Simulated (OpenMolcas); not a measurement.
Mo4+ with 3 ligands (fluoride) in trigonal planar coordination (D3h) at 1.77 Å. Ligand basis ANO-RCC-VDZP.

```json
{
 "Program": "OpenMolcas 26.06",
 "Method": "CASSCF",
 "Basis": "ANO-RCC-VDZP [6s5p3d1f]",
 "Scalar Hamiltonian": "DKH2, point nucleus",
 "Active space": "2 electrons in 5 orbitals (4d)",
 "State averaging": "2S+1 = 3 even, 10 roots; 2S+1 = 1 even, 15 roots",
 "Spin-orbit coupling": "RASSI with atomic mean-field integrals over the reference wave functions"
}
```

(1) What is the spin-free ground state?

(2) Where is the first state of the same spin?

(3) What are the lowest two levels with spin-orbit coupling?

(4) What is χT at 300 K, and how does it compare with the textbook value?

Results:

(1) A state of multiplicity 3, 1-fold in its orbital part; it has the highest spin that d2 allows.

(2) 3E at 1060 cm-1 above the ground state.

(3) A 1-fold level, then a 2-fold level 382.4 cm-1 above it. Their leading multiplicities are 3 (100 %) and 3 (100 %).

(4) The lowest level has 2S+1 = 3, for which the spin-only value is χT = S(S+1) / 2 = 1.000 cm3 K/mol (g = 2). The computed 0.268 at 300 K differs by -0.732, through orbital momentum, spin-orbit coupling and any other state in reach.

Spin-orbit coupling mixes the spin-free states strongly: the lowest level takes only 65 % from its leading state, an unlabelled state of the same spin as most of the rest. Without dynamic correlation the repulsion within the d shell is too large (B by tens of per cent), so at a given field states of lower spin stand too high. The least metal-like active orbital is 71 % on the metal (Löwdin) and no ligand orbital is active, so the numbers are rough. With metal d orbitals alone the field can be off either way by tens of per cent. Ligand-to-metal charge-transfer states are missing. With no ligand orbital active B as a rule stays too high, so bands that hang on it stand too high and its fall with covalency is understated. No measured value stands beside these numbers; the geometry was imposed, not optimised, and the real ion may take another.
